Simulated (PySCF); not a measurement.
As2BH5O. Atoms are numbered in the order given.

```xyz
9

B      0.6537    -0.2752     0.0708
As    -0.9324    -1.0490     1.1431
H     -0.5298    -2.5176     0.9630
H     -1.8751    -1.0592    -0.0563
As     0.3575     1.3046    -1.2113
H      1.5069     2.1460    -0.6605
H     -0.6977     1.9821    -0.3395
O      1.9114    -0.7573     0.1609
H      2.0084    -1.5520     0.7033
```

Geometry optimised at B3LYP-D3(BJ)/def2-SVP. The structure was generated by enumeration, and PubChem lists no compound with its InChIKey, so it may never have been made. The values are those of a single conformer.

All values below come from HF/pcSseg-1 (PySCF).

GIAO shieldings, no solvent; atoms listed in one row are averaged. δ = σ(ref) − σ: ¹¹B against BF3 (σ = 102.7 ppm); ⁷⁵As against AsH3 (σ = 1982.6 ppm); ¹H against TMS (σ = 31.99 ppm); ¹⁷O against H2O (σ = 333.0 ppm), references at their B3LYP-D3(BJ)/def2-TZVP geometries, non-relativistic.

Problem. Estimate the chemical shifts. (An estimate is asked for; the answer gives what the named calculation found.)

Solution. 
| nucleus | atoms | count | δ (ppm) |
|---|---|---|---|
| ¹¹B | B1 | 1 | 63.4 |
| ⁷⁵As | As2 | 1 | 77.8 |
| ⁷⁵As | As5 | 1 | 70.7 |
| ¹H | H9 | 1 | 6.52 |
| ¹H | H6 | 1 | 3.06 |
| ¹H | H4 | 1 | 3.04 |
| ¹H | H7 | 1 | 2.76 |
| ¹H | H3 | 1 | 2.57 |
| ¹⁷O | O8 | 1 | 199.1 |
